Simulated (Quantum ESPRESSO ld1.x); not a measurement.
Question: Radial electron density D(r) = 4 pi r^2 rho(r) of an atom or ion with 34 electrons. Method: Dirac Kohn-Sham, revPBE, spin-unpolarised, spherical densities, point nucleus; computed with ld1.x of Quantum ESPRESSO 7.5.

r (bohr),D(r) (e/bohr)
0.005564,9.626
0.006374,11.81
0.007303,14.36
0.008434,17.48
0.009662,20.81
0.01107,24.46
0.01278,28.57
0.01465,32.53
0.01678,36.36
0.01923,39.79
0.0222,42.69
0.02544,44.45
0.02914,45.06
0.03366,44.39
0.03856,42.73
0.04418,40.50
0.05061,38.40
0.05845,37.19
0.06697,37.72
0.07673,40.17
0.08861,44.49
0.1015,49.08
0.1163,52.60
0.1333,53.53
0.1539,50.76
0.1763,45.04
0.202,38.04
0.2333,31.91
0.2673,29.36
0.3062,30.38
0.3508,33.49
0.4051,36.17
0.4642,35.74
0.5318,31.66
0.6141,24.57
0.7036,17.38
0.8061,11.62
0.9236,8.097
1.067,6.486
1.222,6.003
1.4,5.609
1.617,4.788
1.852,3.661
2.122,2.473
2.431,1.489
2.808,0.7845
3.217,0.4005
3.686,0.1961
4.257,0.08770
4.877,0.03775
5.587,0.01416
6.401,0.004368
7.393,0.0009632
8.47,0.0001722

What is the nuclear charge?

Answer: Z = 36. The innermost maximum, from 1s, lies near gamma/Z bohr with gamma = sqrt(1 - (Z/c)^2) = 0.965, here 0.0268 bohr (found: 0.0291), and its height grows with Z. The density is that of the krypton ion Kr2+ in [Ar] 3d9 4s2 4p4 4d1; the configuration itself is not fixed sharply by these data, and Z only to about a unit. D(r) has 3 maxima, at r = 0.0291, 0.129, 0.428 bohr, and minima at 0.0604, 0.274 bohr, inside which lie 2.08, 11.00 electrons.
